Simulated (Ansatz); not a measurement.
A structure relaxed at PBE-D4/def2-SVP in Ansatz, charge 0, singlet:

```csv
atom,x (Å),y (Å),z (Å)
Sb1,0.3033,1.2054,-0.5219
C2,1.5055,-0.5795,-0.1239
H3,1.3385,-1.3176,-0.9342
H4,1.1943,-1.0088,0.8474
H5,2.5783,-0.3107,-0.0869
C6,-1.5878,0.1348,-0.2653
H7,-2.4250,0.8578,-0.2456
H8,-1.5576,-0.4262,0.6880
H9,-1.7280,-0.5665,-1.1124
Cl10,0.3784,2.0114,1.7548
```

Question: Give its formula, name or SMILES and point group.

Answer: SbMe2Cl (C₂H₆ClSb). Point group Cs (tolerance 0.1 Å).

Question: Summarise the bond lengths by kind (pairs closer than 1.2 times the sum of covalent radii, bridged metal pairs left out).

Answer: 2 × C–Sb 2.19 Å; 1 × Cl–Sb 2.42 Å; 6 × C–H 1.11 Å.

In the def2 sets Sb takes a core potential; there is no spin–orbit coupling.
